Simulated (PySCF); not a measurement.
Mo(NH)(F)3(Cl) (ClF3HMoN), SMILES [F][Mo]([F])(=[NH])([Cl])[F], multiplicity 1. Geometry optimised at PBE-D3(BJ)/def2-SVP. The multiplicity is an assumed one; no other spin state was optimised. The structure was generated by enumeration; whether it is a known compound was not checked. The def2 effective core potentials stand for the cores of Mo; spin–orbit coupling is left out.

Method: PBE-D3(BJ)/def2-SVP run with PySCF.

Harmonic wavenumbers (cm⁻¹): 97, 187, 214, 240, 258, 272, 307, 376, 460, 507, 620, 678, 694, 1058, 3546. Rotational constants (GHz): 2.644, 1.690, 1.413; symmetry number 1.

Problem. Work out the zero-point energy and the ideal-gas rigid-rotor harmonic-oscillator thermochemistry at 298.15 K and 1 atm.

Solution. ZPE = ½ Σ hcν = ½ × 9516 cm⁻¹ = 13.60 kcal/mol. H − E(el) = 19.07 kcal/mol. Entropy in cal/(mol K): translation 41.83, rotation 28.32, vibration 17.82, total 87.97. G − E(el) = -7.16 kcal/mol. Cp = 27.60 cal/(mol K). Modes under 150 cm⁻¹ make the vibrational entropy uncertain.
